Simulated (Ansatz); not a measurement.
`SC1O[SiH2]1` + SiH₄ → `[SiH3]C1O[SiH2]1` + H₂S at 500 K and 1 bar (formal exchange of groups at a C–S bond).

Program: Ansatz. Geometries: PBE0-D4/def2-TZVP. ΔE: electronic, gas phase. CCSD(T)/CBS is the MP2 limit (def2-TZVPP, def2-QZVPP) plus CCSD(T) − MP2 in def2-TZVPP, frozen cores. This one scheme is used for every species. One conformer a species, not always the lowest.

```csv
species,CCSD(T)/CBS energy (Eh),H − E (kJ/mol),S (J/(mol·K))
`SC1O[SiH2]1`,-802.45452,159.1,355.6
SiH₄,-291.46306,102.4,230.9
`[SiH3]C1O[SiH2]1`,-694.95845,205.4,381.3
H₂S,-398.97279,57.0,224.0
```

H − E and S are ideal-gas, rigid-rotor, harmonic terms from PBE0-D4/def2-TZVP, for one conformer and one mirror image of each species. 1 Eh = 2625.50 kJ/mol, R = 8.31446 J/(mol·K).

Q: By hand: ΔE, ΔH, ΔS and ΔG.

A: ΔE = (-694.95845) + (-398.97279) − (-802.45452) − (-291.46306) = -0.01366 Eh = -35.9 kJ/mol. Δ(H − E) = 205.4 + 57.0 − 159.1 − 102.4 = 0.9, so ΔH = -35.0 kJ/mol. ΔS = 381.3 + 224.0 − 355.6 − 230.9 = 18.8 J/(mol·K). ΔG = -35.0 − 500 × (18.8)/1000 = -44.4 kJ/mol.

Q: By hand: the equilibrium constant, and the temperature at which ΔG would vanish if ΔH and ΔS stayed fixed.

A: log₁₀ K = −ΔG/(RT ln 10) = 4.6. ΔH and −TΔS have one sign here, so there is no such temperature.

ΔH outweighs TΔS. A doubt of 5 kJ/mol in ΔE shifts log₁₀ K by 0.5 here. Other conformers and mirror images would add mixing entropy, several J/(mol·K) or more a flexible species. These are equilibria of isolated gas molecules and say nothing of rates. Largest T1 diagnostic: 0.015 (customary marks: 0.02 for closed shells, 0.045 for open ones).
